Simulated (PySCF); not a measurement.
SMILES O=C(c1ccccc1)c1ccc[se]1 (C₁₁H₈OSe) at its GFN2-xTB optimised geometry (Å):

```
21

O     -1.9273     0.7969    -0.7796
C     -1.3185     0.0567    -0.0302
C      0.1691     0.0080    -0.0089
C      0.8656    -1.1980     0.0000
C      2.2493    -1.1980     0.0000
C      2.9457    -0.0009     0.0000
C      2.2574     1.2016    -0.0245
C      0.8755     1.2073    -0.0419
C     -2.0208    -0.7955     0.9293
C     -3.3857    -0.9527     0.9773
C     -3.8582    -1.7566     2.0283
C     -2.8838    -2.2378     2.8521
Se    -1.1913    -1.7075     2.3434
H      0.3273    -2.1359    -0.0424
H      2.7850    -2.1357    -0.0034
H      4.0257    -0.0052     0.0085
H      2.7997     2.1354    -0.0366
H      0.3251     2.1359    -0.0729
H     -4.0257    -0.4878     0.2466
H     -4.9038    -1.9699     2.1740
H     -3.0327    -2.8643     3.7138
```

Calculation: CAM-B3LYP/def2-SVP run with PySCF. Cells within 0.4 Å of a nucleus heavier than hydrogen are left out (blank, or x).

Map of the log10 of the electron density (e/bohr³), floored at −4 on the plane z = 0.6 Å:

```
|000000000000000000000000000|
|000000000000000000000000000|
|000000000000000000000000000|
|000000000000000000000000000|
|000000000000000000000000000|
|000000000000000000000000000|
|000000000000012101221000000|
|000000000001244333443100000|
|000000000002466545664200000|
|000000001223567767875300000|
|000000023444578888875310000|
|000012335666678888876532000|
|000245556788788877887753100|
|001467777898888767898764100|
|002579999998788878887753100|
|002479x99x97678988886532000|
|002467888876578888875310000|
|002356766665578777875300000|
|001244544444566545665200000|
|000123332333344333443100000|
|000011110112222101221000000|
|000000000000000000000000000|
|000000000000000000000000000|
|000000000000000000000000000|
|000000000000000000000000000|
|000000000000000000000000000|
|000000000000000000000000000|
```
Scale: ten equal steps from -4.00 (start of '0') to -0.552 (end of '9'), in the order '0123456789'; x runs from -6.50 to 6.50, y from -6.50 (bottom) to 6.50 (top).
